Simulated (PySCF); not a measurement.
# How methods differ on the excitation energy of Lu+

Lu+ [Xe] 4f14 6s2 (1S) → Lu+ [Xe] 4f14 5d1 6s1 (3D), as a difference of total energies. All numbers are calculated (PySCF 2.14, the spin-free X2C one-electron Hamiltonian (Gaussian nucleus), in cc-pVDZ-X2C). Correlated levels: valence and next inner shell: [Ar] 3d10 frozen. The calculations carry no spin-orbit coupling.

```json
{"method": "UHF", "excitation energy (cm⁻¹)": "8520.9", "error (cm⁻¹)": "-4610"}
{"method": "MP2 (valence and next inner shell)", "excitation energy (cm⁻¹)": "14701", "error (cm⁻¹)": "+1571"}
{"method": "SCS-MP2 (valence and next inner shell)", "excitation energy (cm⁻¹)": "15881", "error (cm⁻¹)": "+2750"}
{"method": "CCSD (valence and next inner shell)", "excitation energy (cm⁻¹)": "14824", "error (cm⁻¹)": "+1694"}
{"method": "CCSD(T) (valence and next inner shell)", "excitation energy (cm⁻¹)": "15567", "error (cm⁻¹)": "+2437"}
```

Reference: 13131 cm⁻¹ (measured; NIST levels, between the centres of gravity of the two terms).

Errors of the correlated levels include the incompleteness of this basis and the frozen core.
